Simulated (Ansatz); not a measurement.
Mulliken charges of CH₂BCl₂InO, SMILES `[Cl][In]([Cl])[CH]1BO1` from r2SCAN/def2-TZVPP in Ansatz (PBE0-D4/def2-TZVP geometry).

```tsv
atom	x (Å)	y (Å)	z (Å)	charge (e)
Cl1	-0.837	-2.904	0.752	-0.368
In2	0.716	-1.201	0.521	0.835
Cl3	2.909	-1.893	0.810	-0.366
C4	0.164	0.786	-0.001	-0.080
B5	-1.024	1.136	-0.869	0.066
O6	-1.210	1.228	0.443	-0.234
H7	0.923	1.539	0.205	0.105
H8	-1.642	1.308	-1.861	0.042
```

Question: By hand: the dipole of these point charges (1 e Å = 4.8032 D).

Answer: Σ q r = (0.072, 0.700, -0.356) e Å, of length 0.789 e Å = 3.79 D.

Question: How does the dipole of the full density compare? (An estimate is asked.)

Answer: The calculation gave: (-0.062, 0.622, -0.332) e Å, 3.40 D; the point charges give 1.11 times that, at 10° from its direction.

Point charges leave out the atoms' own dipoles, such as those of lone pairs, and Mulliken's split depends on the basis, so the close match here is no proof of good charges.
